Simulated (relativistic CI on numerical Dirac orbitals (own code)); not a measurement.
Computed by Dirac equation for one electron, model QED (radiative potential, 1s self-energy scaled to tabulated hydrogen-like ionisation energies) (own radial code, finite nucleus).

The strongest absorption lines from the ground level of an ion, among the configurations computed and to levels below about 10500 eV (vacuum wavelength in nm, gf): 0.11832 (0.01), 0.11982 (0.018), 0.12268 (0.038), 0.12272 (0.019), 0.12934 (0.1), 0.12945 (0.051), 0.15303 (0.54), 0.15358 (0.27).

**Question.** Which ion is it?
A. Ni27+
B. Cr23+
C. Ni25+
D. Fe25+

**Answer.** A. Ni27+ has 1 electrons and the ground level 1s 2S_1/2; the strongest line goes to 2p 2P°_3/2. The pattern of lines fixes the number of electrons, and along that sequence the line energies rise steadily with the charge (about as its square where n changes within one kind of shell, about linearly where n is kept but much faster in heavy ions where fine structure, which grows about as Z⁴, sets the gap, and irregularly where shells cross), which fixes Z. Configurations outside the model, such as inner-shell arrays, can give stronger lines.
